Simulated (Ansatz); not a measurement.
Input for Ansatz (an electronic-structure program): U-PBE0/def2-TZVPP on FeN, 2S+1 = 4, a spin state set in the input, which need not be the lowest, a point of a bond scan (R = 1.618 Å).

Ansatz 0.2 input:
```yaml
crystal:
  periodic: [false, false, false]
  atoms:
    - {symbol: Fe, position_ang: [0.00000000, 0.00000000, 0.00000000]}
    - {symbol: N, position_ang: [0.00000000, 0.00000000, 1.61839200]}
basis:
  gaussian:
    orbitals: def2-TZVPP
    pivot_positions_ang: [[0.00000000, 0.00000000, 0.00000000], [0.00000000, 0.00000000, 1.61839200]]
hamiltonian:
  xc: {name: PBE0}
magnetization: {spin_polarized: true, initial_magnetization: 3}
output: {forces: true, orbitals: {seedname: ./end}}
```

The head of its log:

```
WARN ansatz: RAYON_NUM_THREADS=1 ignored (pool sized by the plan → 1); use --threads N
Functional definition: PBE0
integrals: 0.02 GiB planned
695 factors; their error is unknown
mean field: 0.36 GiB planned
mean field evaluation 1: about -35858.0149 eV, gradient 4.5e1 eV
mean field evaluation 2: about -35804.1484 eV, gradient 1.1e2 eV
```

Problem. Give the final energy of this run.

Solution. -1318.0667 hartree. Its determinant has ⟨S²⟩ = 4.44, a mixture of spin states.
